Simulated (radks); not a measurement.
Q: The mean radii <r> (bohr) of the occupied orbitals of an atom or ion are listed with their occupations. Method: scalar-relativistic Kohn-Sham, PBE, spin-polarised, spherical densities, finite nucleus; Fermi nuclear charge, rms radius of each element as measured or else 0.836 A^(1/3) + 0.57 fm; computed with a radial shooting solver on a logarithmic mesh with Libxc functionals.

| orbital | occ. | <r> |
|---|---|---|
| 1s down | 1 | 0.05846 |
| 1s up | 1 | 0.05846 |
| 2s up | 1 | 0.2670 |
| 2s down | 1 | 0.2666 |
| 2p up | 3 | 0.2357 |
| 2p down | 3 | 0.2352 |
| 3s up | 1 | 0.7830 |
| 3s down | 1 | 0.7860 |
| 3p up | 3 | 0.8103 |
| 3p down | 3 | 0.8151 |
| 3d up | 3 | 0.8612 |

Name the element and its charge. Open shells, if any, are filled with parallel spins first.

A: Z = 26, iron, charge +5: Fe5+ in [Ar] 3d3. The 1s radius gives Z: for a bare nucleus <r> = (2 gamma + 1)/(2Z) with gamma = sqrt(1 - (Z/c)^2), 0.05699 bohr for Z = 26, and screening makes it slightly larger (0.05846 here). The occupations add up to 21, and the charge is Z minus that.
